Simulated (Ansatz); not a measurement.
`N=C1OB1F` + NH₃ → `N=C1OB1N` + H–F at 600 K and 1 bar (ligand exchange at a B–F bond).

Gas-phase electronic energies from Ansatz, PBE0-D4/def2-TZVP geometries. CBS: MP2 limit from def2 TZ/QZ plus the TZ coupled-cluster correction, frozen cores. This one scheme is used for every species. Each species was taken in one conformer, which may not be the lowest.

```
   species  CCSD(T)/CBS energy (Eh)  H − E (kJ/mol)  S (J/(mol·K))
`N=C1OB1F`               -293.13993           119.3          345.7
       NH₃                -56.50880           112.4          219.5
`N=C1OB1N`               -249.24852           191.4          364.6
       H–F               -100.39570            42.3          194.0
```

H − E and S are ideal-gas, rigid-rotor, harmonic terms from PBE0-D4/def2-TZVP, for one conformer and one mirror image of each species. 1 Eh = 2625.50 kJ/mol, R = 8.31446 J/(mol·K).

Q: By hand: ΔE, ΔH, ΔS and ΔG.

A: ΔE = (-249.24852) + (-100.39570) − (-293.13993) − (-56.50880) = 0.00451 Eh = 11.8 kJ/mol. Δ(H − E) = 191.4 + 42.3 − 119.3 − 112.4 = 2.0, so ΔH = 13.8 kJ/mol. ΔS = 364.6 + 194.0 − 345.7 − 219.5 = -6.6 J/(mol·K). ΔG = 13.8 − 600 × (-6.6)/1000 = 17.8 kJ/mol.

Q: By hand: the equilibrium constant, and the temperature at which ΔG would vanish if ΔH and ΔS stayed fixed.

A: log₁₀ K = −ΔG/(RT ln 10) = -1.5. ΔH and −TΔS have one sign here, so there is no such temperature.

The number of gas molecules stays the same, so ΔS is small and ΔH decides. A doubt of 5 kJ/mol in ΔE shifts log₁₀ K by 0.4 here. Other conformers and mirror images would add mixing entropy, several J/(mol·K) or more a flexible species. These are equilibria of isolated gas molecules and say nothing of rates. Largest T1 diagnostic: 0.016 (customary marks: 0.02 for closed shells, 0.045 for open ones).

ΔS is within the doubt of such terms, so its sign, and with it that verdict, could turn.
